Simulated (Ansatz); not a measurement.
Cost and result for the atomization energy of `C[CH]1[O][SbH]1` (9 atoms, 9 bonds).

```json
{"atom": "C1", "x (Å)": "0.5037", "y (Å)": "-0.8229", "z (Å)": "0.3848"}
{"atom": "C2", "x (Å)": "-0.6858", "y (Å)": "-0.1354", "z (Å)": "-0.2073"}
{"atom": "O3", "x (Å)": "-1.2588", "y (Å)": "0.8700", "z (Å)": "0.5269"}
{"atom": "Sb4", "x (Å)": "-0.5556", "y (Å)": "1.8019", "z (Å)": "-1.1522"}
{"atom": "H5", "x (Å)": "0.1745", "y (Å)": "-1.4777", "z (Å)": "1.2007"}
{"atom": "H6", "x (Å)": "1.0141", "y (Å)": "-1.4373", "z (Å)": "-0.3592"}
{"atom": "H7", "x (Å)": "1.2102", "y (Å)": "-0.1003", "z (Å)": "0.7959"}
{"atom": "H8", "x (Å)": "-1.3992", "y (Å)": "-0.7914", "z (Å)": "-0.7156"}
{"atom": "H9", "x (Å)": "0.9971", "y (Å)": "2.0932", "z (Å)": "-0.4740"}
```

Total charge 0; spin multiplicity 1. Correlated methods include outer-core shells of Sb, which these sets cover unevenly. Sb: def2 effective core potential. All single points use the PBE0-D4/def2-TZVP geometry. Program: Ansatz. All runs use 4 threads of an Arm Neoverse V2 on a shared host. Times are those of one run each, without the atoms' runs, and a repeat can differ threefold. Electronic energies, without spin–orbit coupling; frozen cores. CCSD(T)/CBS adds CCSD(T) − MP2 in def2-TZVPP to the MP2 limit, and its time is that of the two runs behind it. T1 = 0.015; the RHF reference is unstable towards UHF. With those shells the extrapolation isn't a true limit. HSE06 is the plane-wave form, built on full-range PBE exchange.

CCSD(T)/CBS is a level of theory with its own doubt, some kJ/mol a heavy atom from the limit and from the frozen cores, so smaller differences don't rank the functionals.

| level | functions | wall time |
| --- | --- | --- |
| LDA (SPW92)/def2-TZVPP | 213 | 0.9 s |
| revPBE-D4/def2-TZVPP | 213 | 1.5 s |
| BLYP-D4/def2-TZVPP | 213 | 1.5 s |
| PBE0-D4/def2-TZVPP | 213 | 2.1 s |
| BHLYP-D4/def2-TZVPP | 213 | 2.1 s |
| HSE06-D4/def2-TZVPP | 213 | 2.3 s |
| CAM-B3LYP-D4/def2-TZVPP | 213 | 2.3 s |
| r2SCAN-D4/def2-TZVPP (with forces) | 213 | 3.7 s |
| CCSD(T)/def2-SVP | 93 | 4.3 s |
| B97M-V/def2-TZVPP | 213 | 7.5 s |
| MP2/def2-QZVPP | 403 | 15 s |
| CCSD(T)/def2-TZVPP | 213 | 100 s |
| CCSD(T)/CBS(def2) | – | 120 s |

(1) What atomization energy does each give, and how far from CCSD(T)/CBS? (Best estimate.)

## Answers

(1) Ansatz gave: 
| level | atomization (kcal/mol) | difference from CCSD(T)/CBS | per bond |
| --- | --- | --- | --- |
| LDA (SPW92)/def2-TZVPP | 883.6 | 127.9 | 14.2 |
| revPBE-D4/def2-TZVPP | 756.3 | 0.6 | 0.1 |
| BLYP-D4/def2-TZVPP | 761.3 | 5.6 | 0.6 |
| PBE0-D4/def2-TZVPP | 754.2 | -1.5 | -0.2 |
| BHLYP-D4/def2-TZVPP | 721.9 | -33.8 | -3.7 |
| HSE06-D4/def2-TZVPP | 754.5 | -1.2 | -0.1 |
| CAM-B3LYP-D4/def2-TZVPP | 754.9 | -0.8 | -0.1 |
| r2SCAN-D4/def2-TZVPP (with forces) | 755.3 | -0.4 | 0.0 |
| CCSD(T)/def2-SVP | 700.2 | -55.5 | -6.2 |
| B97M-V/def2-TZVPP | 759.1 | 3.4 | 0.4 |
| MP2/def2-QZVPP | 757.1 | 1.4 | 0.2 |
| CCSD(T)/def2-TZVPP | 731.8 | -23.9 | -2.7 |
| CCSD(T)/CBS(def2) | 755.7 | 0.0 | 0.0 |

At CCSD(T), def2-SVP lies −55.5 kcal/mol from the extrapolated value and def2-TZVPP −23.9 kcal/mol: correlation converges slowly with the basis, and small sets miss more of it in the bonded molecule than in its fragments. From PBE to PBE0 (25 % exact exchange), in def2-TZVPP and without D4, the atomization energy moves by −22.6 kcal/mol: exact exchange takes away binding that semilocal exchange gives to molecules. Leaving LDA and LC-ωPBE aside and taking each functional with its dispersion term where it has one, the values, not all of them listed here, spread over 55.5 kcal/mol, from BHLYP-D4 to PBE-D4. LDA lies +110.6 kcal/mol from PBE without D4, its usual overbinding.
